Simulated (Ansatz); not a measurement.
Born–Oppenheimer molecular dynamics of C2H11NO3Si2 (19 atoms, charge 0, multiplicity 1). It starts from a relaxed structure.

Theory: RKS PBE0/STO-3G in Ansatz.

```
ensemble        : NVT, Nosé–Hoover chain
time step       : 1 fs
steps asked     : 96
set temperature : 1500 K
thermostat      : time constant 20 fs, chain length 5
seed            : 265807
```

First frame:

```xyz
19
Properties=species:S:1:pos:R:3
Si 0.068 -0.147 0.185
N -0.386 0.054 1.866
H -0.613 1.045 2.098
H 0.381 -0.216 2.519
O 1.722 -0.145 -0.021
Si 2.412 -1.245 -1.113
H 1.775 -1.226 -2.414
H 3.788 -0.832 -1.262
H 2.392 -2.601 -0.602
O -0.528 1.170 -0.720
C -1.969 1.121 -0.862
H -2.515 1.164 0.104
H -2.278 2.003 -1.452
H -2.329 0.220 -1.403
O -0.473 -1.641 -0.417
C -1.552 -2.240 0.341
H -1.667 -1.797 1.352
H -2.521 -2.136 -0.189
H -1.354 -3.323 0.457
```

Question: How far do the bonds stretch over the last three quarters of this one trajectory? (Pairs bonded in most of those frames.)

Answer: 
```json
{"bond": "Si1–N2", "mean (Å)": "1.746", "spread (Å)": "0.067", "shortest": "1.61", "longest": "1.83"}
{"bond": "Si1–O5", "mean (Å)": "1.706", "spread (Å)": "0.066", "shortest": "1.59", "longest": "1.82"}
{"bond": "Si1–O10", "mean (Å)": "1.709", "spread (Å)": "0.068", "shortest": "1.59", "longest": "1.82"}
{"bond": "Si1–O15", "mean (Å)": "1.705", "spread (Å)": "0.068", "shortest": "1.59", "longest": "1.81"}
{"bond": "N2–H3", "mean (Å)": "1.045", "spread (Å)": "0.047", "shortest": "0.98", "longest": "1.13"}
{"bond": "N2–H4", "mean (Å)": "1.050", "spread (Å)": "0.062", "shortest": "0.94", "longest": "1.14"}
{"bond": "O5–Si6", "mean (Å)": "1.730", "spread (Å)": "0.118", "shortest": "1.54", "longest": "1.91"}
{"bond": "Si6–H7", "mean (Å)": "1.495", "spread (Å)": "0.166", "shortest": "1.24", "longest": "1.74"}
{"bond": "Si6–H8", "mean (Å)": "1.452", "spread (Å)": "0.022", "shortest": "1.41", "longest": "1.49"}
{"bond": "Si6–H9", "mean (Å)": "1.457", "spread (Å)": "0.052", "shortest": "1.36", "longest": "1.56"}
{"bond": "O10–C11", "mean (Å)": "1.457", "spread (Å)": "0.029", "shortest": "1.39", "longest": "1.52"}
{"bond": "C11–H12", "mean (Å)": "1.119", "spread (Å)": "0.048", "shortest": "1.04", "longest": "1.21"}
{"bond": "C11–H13", "mean (Å)": "1.127", "spread (Å)": "0.066", "shortest": "1.01", "longest": "1.25"}
{"bond": "C11–H14", "mean (Å)": "1.133", "spread (Å)": "0.070", "shortest": "1.00", "longest": "1.25"}
{"bond": "O15–C16", "mean (Å)": "1.459", "spread (Å)": "0.063", "shortest": "1.35", "longest": "1.58"}
{"bond": "C16–H17", "mean (Å)": "1.120", "spread (Å)": "0.034", "shortest": "1.06", "longest": "1.21"}
{"bond": "C16–H18", "mean (Å)": "1.117", "spread (Å)": "0.021", "shortest": "1.08", "longest": "1.16"}
{"bond": "C16–H19", "mean (Å)": "1.122", "spread (Å)": "0.034", "shortest": "1.05", "longest": "1.18"}
```

Mean temperature of the second half: 1537 K. The conserved energy wandered by up to 7.3 meV per atom (net 5.5 meV per atom), which is poor conservation. A run of 0.096 ps of so small a system gives no equilibrium averages. Limits of this set-up: minimal basis.

Run time: 23 min on 1 thread of Intel(R) Xeon(R) Processor @ 2.50GHz (Skylake/Cascade Lake), on a shared host, peak memory 0.18 GiB.
